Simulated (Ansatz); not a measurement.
Cost and result up the ladder for the cluster Cr2S3 (the lowest singlet isomer of a short search) (5 atoms). Total charge 0; singlet. Geometry: PBE0-D4/def2-SVP.

```xyz
5

Cr   -0.3107    0.6402   -0.4739
Cr    0.3107   -0.6402    0.4740
S     0.5532   -0.9956   -1.7058
S    -1.8607   -0.3050    0.8076
S     1.3074    1.3006    0.8981
```

Ansatz on 4 threads of AMD EPYC 7R43 on a shared host. Times are rough, and most runs start from the orbitals of an earlier one. No level here is sound enough to serve as a yardstick. Binding counts from free atoms at the same level (Cr septet, S triplet; other spins of the atoms weren't run), without zero-point energy or a counterpoise term.

Correlated methods freeze 25 core orbitals; core or outer-core shells of Cr are correlated, in sets that lack core-valence functions. No other spin state of charge 0 was run. The structure comes from a short search, and lower isomers may exist.

Run but left out: HF/def2-TZVP, CCSD(T)/def2-TZVP (restricted singlet, unstable towards broken spin symmetry); HF/STO-3G (restricted singlet, unstable in another Hartree–Fock run and untested here).

Correlated methods converge slowly with the basis.

```csv
level,functions,wall time,binding energy per atom (eV),remarks
PBE-D4/def2-SVP,116,1.6 s,3.13,restricted SCF unstable in HF
PBE0-D4/def2-SVP,116,2.4 s,2.03,restricted SCF unstable in HF
PBE-D4/def2-TZVP (with forces),201,3.7 s,3.09,–
RPA@PBE/def2-TZVP,201,6 s,2.34,–
PBE0-D4/def2-TZVP,201,7.5 s,2.07,restricted SCF unstable in HF
r2SCAN-D4/def2-TZVP,201,7.5 s,2.60,restricted SCF unstable in HF
r2SCAN0-D4/def2-TZVP,201,9 s,1.70,restricted SCF unstable in HF
ωB97X-V/def2-TZVP,201,13 s,2.11,restricted SCF unstable in HF
```
